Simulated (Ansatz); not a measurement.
Reactions of CH3AlFN (`F[CH]1[NH][AlH]1`).

Gas-phase electronic energies from Ansatz, PBE0-D4/def2-TZVP geometries. CCSD(T)/CBS adds triple-zeta CCSD(T) − MP2 to the extrapolated MP2 energy (def2 sets, frozen cores). This one scheme is used for every species, atoms too. No spin–orbit coupling; open shells (•) take unrestricted orbitals. Spin–orbit coupling would lower the free atoms: a little for Al, C, F. Each species was taken in one conformer, which may not be the lowest.

Order these by ΔE at CCSD(T)/CBS, lowest first. (An estimate is asked.)
A. `F[CH]1[NH][AlH]1` + H₂ → `[CH2]1[NH][AlH]1` + H–F
B. `F[CH]1[NH][AlH]1` + CH₄ → `C[CH]1[NH][AlH]1` + H–F
C. `F[CH]1[NH][AlH]1` → Al• + C• + F• + 3 H• + N•
D. `F[CH]1[NH][AlH]1` → `N=[C](F)[AlH2]`

A (-72.6 kJ/mol), D (-20.9 kJ/mol), B (-11.0 kJ/mol), C (+2317.7 kJ/mol).

Largest T1 diagnostic: 0.018, for Al•.
